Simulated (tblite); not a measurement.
Species: 2,2,3,3,3-pentafluoro-1-propanol, C3H3F5O.
SMILES with atom numbers: `[OH:1][CH2:2][C:3]([F:4])([F:5])[C:6]([F:7])([F:8])[F:9]` (hydrogens: H10 on O1; H11, H12 on C2)

Computed with GFN2-xTB (tblite), gas phase: nudged elastic band of 9 images (0 to 8), spring 0.2 eV/Å², climbing image at the end, force threshold 0.05 eV/Å. No saddle search or frequency run followed, so the top image need not be a first-order saddle, and its height can exceed the method's true barrier by a kcal/mol or more.

The band describes a rotation about C2–C3 (carbinol carbon (C–OH), CF2 carbon), followed by the dihedral O1–C2–C3–C6, from the optimised start (-177°) to a second optimised geometry at -62°.

**Question.** How does the energy change from image to image?

**Answer.** 
| image | dihedral (°) | E (eV) | C2–C3 (Å) | O1···C6 (Å) | largest true force (eV/Å) |
| --- | --- | --- | --- | --- | --- |
| 0 | -177 | 0.000 | 1.539 | 3.79 | 0.01 |
| 1 | -163 | 0.012 | 1.542 | 3.77 | 0.04 |
| 2 | -149 | 0.042 | 1.547 | 3.73 | 0.04 |
| 3 | -134 | 0.071 | 1.552 | 3.66 | 0.03 |
| 4 | -120 | 0.084 | 1.554 | 3.55 | 0.03 |
| 5 | -105 | 0.071 | 1.552 | 3.43 | 0.04 |
| 6 | -91 | 0.040 | 1.548 | 3.29 | 0.04 |
| 7 | -76 | 0.018 | 1.544 | 3.15 | 0.05 |
| 8 | -62 | 0.010 | 1.544 | 3.06 | 0.01 |

Barriers of this band. The top is image 4 at -120°: 0.084 eV forward and 0.074 eV back; the end lies 0.010 eV above the start. The central bond is 0.015 Å longer at the top than at the start.

**Question.** What rate follows at 298 K for crossing this barrier forward?

**Answer.** Taking the electronic barrier for the free energy of activation (no zero-point or entropy terms, transmission 1), rate = (kT/h)·exp(−ΔE/kT) ≈ 2 × 10^11 s⁻¹, whose inverse is 4 × 10^-12 s. An error of 1 kcal/mol in the barrier changes this by a factor of 5, and the method and the loose band can each miss by that much or more. The barrier is only 3.3 kT, where transition-state theory is rough.

**Question.** How would the two end points share their population at 298 K, from these energies alone?

**Answer.** exp(−ΔE/kT) with ΔE = 0.010 eV gives 0.68 for the higher one (end) against 1 for the lower, without vibrational, rotational or degeneracy terms. GFN2-xTB can put conformers this close in the wrong order.

The cost below is that of the whole band run. The run took 1.5 s wall on one thread, Arm Neoverse V2 (aarch64), no GPU, shared host with 96 logical CPUs at a one-minute load of 56, and the process peaked at 0.18 GiB of memory.
